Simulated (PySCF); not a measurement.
Level of theory: PBE-D3(BJ)/def2-TZVP // B3LYP-D3(BJ)/def2-TZVP run with PySCF. Isolated molecules, 0 K electronic values unless said otherwise. 

Reference species (SMILES): `[BH]Br` (neutral, multiplicity 2).

The dipole moment is 0.56 D.

Changed species: `Br[B]Br` (radical fragment; the reference has radical fragment).

Give the shifts of the dipole moment.

the dipole moment is nearly the same.
